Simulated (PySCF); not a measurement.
FGeH₄N.
SMILES: `[NH2][GeH2][F]`

Theory: EOM-IP-CCSD/aug-cc-pVDZ in PySCF, restricted Hartree–Fock reference, 11 core orbitals frozen, non-relativistic, gas phase, PBE0-D3(BJ)/def2-SVP geometry.

Hartree–Fock orbital energies give these Koopmans values (eV): HOMO 11.78, HOMO-1 13.13, HOMO-2 14.16, HOMO-3 16.80, HOMO-4 16.82, HOMO-5 16.88, HOMO-6 18.12, HOMO-7 20.52.

Q: What vertical ionisation energies does EOM-IP-CCSD give?

A: 
```csv
leading hole (HF orbital),Koopmans (eV),EOM-IP-CCSD (eV),change (eV),one-hole share
HOMO,11.78,10.50,-1.28,0.94
HOMO-1,13.13,12.39,-0.74,0.95
HOMO-2,14.16,13.04,-1.12,0.95
HOMO-4,16.82,14.61,-2.21,0.94
HOMO-5,16.88,14.66,-2.22,0.94
HOMO-3,16.80,15.12,-1.68,0.94
HOMO-6,18.12,17.01,-1.11,0.95
HOMO-7,20.52,18.94,-1.58,0.90
```

Q: Does the order of the lines follow the orbital energies?

A: No: the HOMO-4 hole (14.61 eV) falls below the HOMO-3 hole (15.12 eV); the HOMO-5 hole (14.66 eV) falls below the HOMO-3 hole (15.12 eV). The corrections run from -2.22 to -0.74 eV, with a mean of -1.49 eV over the 8 lines; no line lies above its Koopmans value. Koopmans values leave out both the relaxation of the orbitals and the change in correlation energy.

Q: At what kinetic energies would He I light (21.22 eV) eject these electrons?

A: 10.72 eV (HOMO), 8.83 eV (HOMO-1), 8.18 eV (HOMO-2), 6.61 eV (HOMO-4), 6.56 eV (HOMO-5), 6.10 eV (HOMO-3), 4.21 eV (HOMO-6), 2.28 eV (HOMO-7).

Q: What total energy has the lowest final state, and which wavelength reaches it?

A: E(CCSD) + ionisation energy = -2232.17372 + 0.38602 = -2231.78770 Eh, at the geometry of the initial state. The threshold wavelength is 1239.84 eV nm/10.50 eV = 118.1 nm.

Lines less than 0.15 eV apart could change places at a higher level. One root was sought for each valence orbital with −ε under 21 eV, eight at most, so deeper holes and satellites are missing; no vibrational structure.

Shape of the structure used: `[NH2:1][GeH2:2][F:3]`: H–N1–Ge2–F3 -65°, H–N1–Ge2–F3 66°.

One conformer stands for the species.
